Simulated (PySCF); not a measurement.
A structure optimised at PBE0-D3(BJ)/def2-TZVPD, used in a PySCF frequency run:

```
Te
H 1 1.6558
H 1 1.6558 2 90.38
```

Task: Write its SMILES, formula and point group.

Result: [TeH2], H2Te, C2v

Task: What are its rotational constants (standard atomic weights)?

Result: 187.01, 181.66, 92.148 GHz
